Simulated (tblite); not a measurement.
C₂H₂Cl (SMILES [CH]=CCl), doublet, at a GFN2-xTB geometry; GFN1-xTB with ALPB(water) run with tblite.

Input for tblite:
```
$ tblite run mol.xyz --method gfn1 --charge 0 --spin 1 --alpb water --json tblite.json --no-restart

# file mol.xyz
5

C     -1.69798252     0.23809612     0.21380316
C     -0.49840540     0.65244527     0.26932677
Cl     0.92154321    -0.37602988    -0.20355303
H     -2.34367442    -0.56836796    -0.02296368
H     -0.14423266     1.61762752     0.58458570
```

Question: What does tblite print? Leave out banner, timings and long lists.

Answer: 
```
xTB calculator
 | screened Coulomb repulsion
 | Coulomb electrostatics
 |  * isotropic Klopman-Ohno-Mataga-Nishimoto electrostatics
 |  * onsite third-order electrostatics
 | DFT-D3(BJ) dispersion correction
 | Interactions (3)
 | [1] alpb/gbsa reaction field model
 | [2] cds contribution to solvation
 | [3] empirical free energy shift and standard state/solvent correction

halogen bonding energy    0.0000000000000E+00 Eh
repulsion energy          1.1323625724123E-01 Eh
dispersion energy        -1.1724382291951E-03 Eh
interaction energy        2.9176467107628E-05 Eh
number of electrons       1.7000000000000E+01 e
integral cutoff           1.9731147476801E+01 bohr

------------------------------------------------------------
  cycle        total energy    energy error   density error
------------------------------------------------------------
      1     -9.416234575390  -9.5283276E+00   5.3946454E-01
      2     -9.421570276258  -5.3357009E-03   3.2470154E-01
      3     -9.421004990792   5.6528547E-04   5.1914045E-02
      4     -9.421941914357  -9.3692357E-04   5.7114838E-03
      5     -9.421954128241  -1.2213884E-05   1.2765439E-03
      6     -9.421954351131  -2.2289013E-07   8.1612886E-05
      7     -9.421954354350  -3.2186538E-09   1.7648558E-05
------------------------------------------------------------

electronic energy        -9.5340473498292E+00 Eh
total energy             -9.4219543543500E+00 Eh

Post processing:
 | Mayer-Wiberg bond orders

[Info] JSON dump of results written to 'tblite.json'
```
